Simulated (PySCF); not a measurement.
How methods differ on the ionisation energy of Ni²⁺

Ni²⁺ [Ar] 3d8 (3F) → Ni³⁺ [Ar] 3d7 (4F), as a difference of total energies. Calculation: PySCF 2.14, in x2c-TZVPPall (6s5p4d2f1g, 64 functions); scalar relativity by spin-free X2C-1e. Correlated levels: valence: [Ar] frozen; valence and next inner shell: [Ne] frozen. The calculations carry no spin-orbit coupling.

```json
{"method": "UHF", "ionisation energy (eV)": "32.601"}
{"method": "LDA", "ionisation energy (eV)": "36.266"}
{"method": "PBE", "ionisation energy (eV)": "35.810"}
{"method": "PBE0", "ionisation energy (eV)": "35.310"}
{"method": "r2SCAN", "ionisation energy (eV)": "35.457"}
{"method": "MN15", "ionisation energy (eV)": "35.977"}
{"method": "B2PLYP", "ionisation energy (eV)": "35.153"}
{"method": "BP86", "ionisation energy (eV)": "35.905"}
{"method": "HSE06", "ionisation energy (eV)": "35.319"}
{"method": "MP2 (valence)", "ionisation energy (eV)": "34.835"}
{"method": "SCS-MP2 (valence)", "ionisation energy (eV)": "34.764"}
{"method": "MP2 (valence and next inner shell)", "ionisation energy (eV)": "35.371"}
{"method": "SCS-MP2 (valence and next inner shell)", "ionisation energy (eV)": "35.135"}
```

How much does correlation contribute at MP2 (valence and next inner shell)?

35.371 − (32.601) = 2.770 eV, measured against UHF.

A first-order spin-orbit estimate (lowest level to lowest level, LS coupling) adds -0.013 eV.

Errors of the correlated levels include the incompleteness of this basis and the frozen core.

For comparison: 35.187 ± 0.019 eV (measured; NIST Atomic Spectra Database, ionization energies).
